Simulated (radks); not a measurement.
Task: V+, 22 electrons, occupied as [Ar] 3d2 4s1.5 4p0.5 (fractional occupations, a model configuration). All-electron calculation, Dirac Kohn-Sham, PBE, spin-unpolarised, spherical densities, point nucleus; open shells fill j = l - 1/2 first. Program: a radial shooting solver on a logarithmic mesh with Libxc functionals. Some entries of the table are withheld. Estimate them.

orbital  occ.  eigenvalue (hartree)  <r^2> (bohr^2)
1s1/2       2             -197.6406        0.005937
2s1/2       2             -22.69744          0.1122
2p1/2       2             -19.21326             (1)
2p3/2       4             -18.95254             (2)
3s1/2       2              -3.09765           1.016
3p1/2       2              -2.14744           1.161
3p3/2       4              -2.11588           1.179
3d3/2       2              -0.66213           1.978
3d5/2       0              -0.65922           1.989
4s1/2     1.5                   (3)           9.278
4p1/2     0.5              -0.30481           13.60
4p3/2       0              -0.30228           13.77

Result: 
(1) 2p1/2 <r^2> (bohr^2): 0.09142
(2) 2p3/2 <r^2> (bohr^2): 0.09316
(3) 4s1/2 eigenvalue (hartree): -0.47174
